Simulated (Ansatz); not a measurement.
Total energies of Rb₂Cl from Ansatz at CCSD(T)/def2-TZVPP, gas phase (1 Eh = 27.2114 eV = 2625.5 kJ/mol). The reference geometry is relaxed at PBE-D4/def2-TZVP.

```xyz
3

Rb    1.726   -1.481   -0.495
Rb   -0.724    2.210   -0.098
Cl   -1.002   -0.729    0.593
```

| state | geometry | energy (Eh) |
| --- | --- | --- |
| charge 0 doublet | reference | -507.66135 |
| charge 1 singlet | reference | -507.52860 |
| charge 0 quartet | relaxed at PBE-D4/def2-TZVP | -507.48621 |
| free Rb atom (doublet) | – | -23.91038 |
| free Cl atom (doublet) | – | -459.66464 |

In the def2 sets Rb takes a core potential; there is no spin–orbit coupling. Correlated methods freeze 5 core orbitals; core or outer-core shells of Rb are correlated, in sets that lack core-valence functions.

Task: Work out the vertical ionisation energy to the singlet.

Result: E(charge 1 singlet) − E(charge 0 doublet) = -507.52860 − (-507.66135) = 0.13275 Eh = 3.61 eV.

Task: Which of the charge 0 states is lowest, and how far above it are the others?

Result: The doublet. quartet: -507.48621 − (-507.66135) = 0.17514 Eh = 459.8 kJ/mol. The quartet has fallen apart, so its energy is that of loose fragments and no spin gap. The quartet differs in its bonds from the reference.

Task: What is the binding energy per atom against free atoms?

Result: Atoms: 2 × (-23.91038) + 1 × (-459.66464) = -507.48540 Eh. Binding: -507.48540 − (-507.66135) = 0.17595 Eh = 4.79 eV, or 1.60 eV for each of 3 atoms (no zero-point energy, no counterpoise term).

The structure comes from a short search, and lower isomers may exist.
